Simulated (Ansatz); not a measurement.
Reaction (homolysis of the N–Si bond): `O[SiH](F)N[SiH2]F` → `[NH][SiH](O)F`• + `F[SiH2]`•

Isolated molecules relaxed with PBE0-D4/def2-TZVP in Ansatz; ΔE leaves out vibrations. CCSD(T)/CBS is the MP2 limit (def2-TZVPP, def2-QZVPP) plus CCSD(T) − MP2 in def2-TZVPP, frozen cores. This one scheme is used for every species. DFT in def2-TZVPP. HSE06 is defined as in plane-wave codes. Open shells (•) are unrestricted, without spin–orbit coupling. One conformer a species, not always the lowest.

```tsv
level	ΔE (kJ/mol)	difference from CCSD(T)/CBS
BLYP-D4	483.5	-44.5
r2SCANh-D4	491.2	-36.8
CAM-B3LYP-D4	507.9	-20.1
HSE06	493.4	-34.6
BHLYP	486.9	-41.1
HF/def2-SVP	404.2	-123.8
CCSD(T)/def2-TZVPP	514.1	-13.9
HF/cc-pV(T+d)Z	398.5	-129.5
HF/cc-pV(Q+d)Z	398.2	-129.8
MP2/CBS(cc)	554.1	26.1
CCSD(T)/CBS	528.0	0
```

Largest T1 diagnostic among the species: 0.014.

From PBE to PBE0 (25 % exact exchange), in def2-TZVPP and without D4, ΔE moves by +8.0 kJ/mol. In def2-TZVPP, CCSD(T) changes the Hartree–Fock value by +116.9 kJ/mol (the triples alone add +8.8 kJ/mol) and MP2 by +143.0 kJ/mol; breaking electron pairs costs correlation energy, which Hartree–Fock lacks. Leaving LDA and LC-ωPBE aside and taking each functional with its dispersion term where it has one, the values, not all of them listed here, spread over 44.1 kJ/mol, from revPBE-D4 to ωB97M-V. LDA lies +80.0 kJ/mol from PBE without D4, its usual overbinding.
